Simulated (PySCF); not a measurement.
Ranking problems on computed properties.

All species are isolated and taken at one optimised geometry, non-relativistic unless stated; the electronic structure was computed with PySCF and density fitting.

The conformers computed, where there is a choice (atom-mapped SMILES and torsion angles):
- `[CH3:1][NH:2][C:3](=[O:4])/[CH:5]=[CH:6]\[C:7]([F:8])([F:9])[F:10]`: C1–N2–C3–O4 5°, N2–C3–C5–C6 49°, C5–C6–C7–F8 -76°
- `[F:1][C:2]([F:3])([F:4])[CH:5]([C:6]([F:7])([F:8])[F:9])[C:10]([F:11])([F:12])[F:13]`: F1–C2–C5–C6 48°, C2–C5–C6–F7 160°, C2–C5–C10–F11 48°
- `[F:1][B:2]([F:3])[B:4]([F:5])[F:6]`: F1–B2–B4–F5 58°

The conformers of `C=CC[C@@H]1N=CC[C@H]1OC` aren't listed.

(1) Rank by HOMO–LUMO gap, lowest first (wB97X-D/def2-SVPD at PBE0-D3(BJ)/def2-SVP geometries).
A. `CNC(=O)/C=C\C(F)(F)F`
B. `FC(F)(F)C(C(F)(F)F)C(F)(F)F`
C. `FB(F)B(F)F`
D. `C=CC[C@@H]1N=CC[C@H]1OC`

(2) Rank by lowest singlet excitation, lowest first (TDDFT wB97X-D/def2-SVPD at PBE0-D3(BJ)/def2-SVP geometries).
A. `FB(F)B(F)F`
B. `FC(F)(F)C(C(F)(F)F)C(F)(F)F`
C. `C=CC[C@@H]1N=CC[C@H]1OC`
D. `FC(/C=C\C(=O)NC)(F)F`

(3) Give the two extremes of that set as wavelengths.

(4) Rank by static isotropic polarisability, lowest first (wB97X-D/def2-SVPD at PBE0-D3(BJ)/def2-SVP geometries).
A. `FB(F)B(F)F`
B. `C=CC[C@@H]1N=CC[C@H]1OC`
C. `CNC(=O)/C=C\C(F)(F)F`
D. `FC(F)(F)C(C(F)(F)F)C(F)(F)F`

(5) Rank by HOMO energy, highest first (wB97X-D/def2-SVPD at PBE0-D3(BJ)/def2-SVP geometries).
A. `C=CC[C@@H]1N=CC[C@H]1OC`
B. `FB(F)B(F)F`
C. `N(C(/C=C\C(F)(F)F)=O)C`
D. `FC(F)(F)C(C(F)(F)F)C(F)(F)F`

Results:

(1) A (9.70 eV), D (10.71 eV), C (12.33 eV), B (15.81 eV).

(2) D (4.88 eV), C (5.41 eV), A (7.03 eV), B (11.48 eV).

(3) `CNC(=O)/C=C\C(F)(F)F`: 254 nm; `FC(F)(F)C(C(F)(F)F)C(F)(F)F`: 108 nm.

(4) A (27.5 au), D (55.3 au), C (74.7 au), B (103.6 au).

(5) A (-8.99 eV), C (-9.62 eV), B (-12.16 eV), D (-13.73 eV).
